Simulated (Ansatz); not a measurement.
```yaml
crystal:
  periodic: [false, false, false]
  atoms:
    - {symbol: Sn, position_ang: [0.084191, 0.056665, -0.023335]}
    - {symbol: O, position_ang: [0.054167, 1.627434, 0.432764]}
    - {symbol: O, position_ang: [-0.007216, -1.865187, -0.323473]}
basis:
  gaussian: {orbitals: def2-mTZVP}
hamiltonian: {xc: {name: wPBEh}}
output: {forces: true}
```

```sh
$ ansatz run in.yaml --threads 2 --pin off --events-out ev --progress --plain --max-ram 4352MiB
```

It prints (some lines left out):

```
Functional definition: wPBEh
732 factors; their error is unknown
62 factors; integrals over basis functions are off by at most 4.2e-6 eV
mean field evaluation 1: about -9902.7130 eV, gradient 9.4e1 eV
mean field evaluation 2: about -9785.9758 eV, gradient 2.1e2 eV
mean field evaluation 4: about -9917.9885 eV, gradient 2.8e1 eV
mean field evaluation 8: about -9919.5040 eV, gradient 4.3e-2 eV
mean field evaluation 16: about -9919.5879 eV, gradient 8.4e-6 eV
mean field -9919.58788847 eV, -364.5381311632 hartree, gradient 8.4e-6 eV, S^2 0.000000; 0 other end points of the search recorded, 0 dependent functions left out
reference -9919.58793000 eV, -364.5381326892 hartree; 19, 19 occupied and 65, 65 virtual orbitals, 732 factors
Total energy: -9919.58793000 eV, -364.5381326892 hartree
Atom 0 at     0.084191     0.056665    -0.023335 Å, force    -0.114412   -13.972082    -3.289250 eV/Å
Atom 1 at     0.054167     1.627434     0.432764 Å, force    -0.116815    10.577417     2.899522 eV/Å
Atom 2 at    -0.007216    -1.865187    -0.323473 Å, force     0.231227     3.394665     0.389727 eV/Å
Dipole moment:     0.062081     0.248385    -0.062380 e Å
```

Hardware: 2 threads of Arm Neoverse V2 on a shared host. Wall time 1.1 s.

In the def2 sets Sn takes a core potential; there is no spin–orbit coupling.
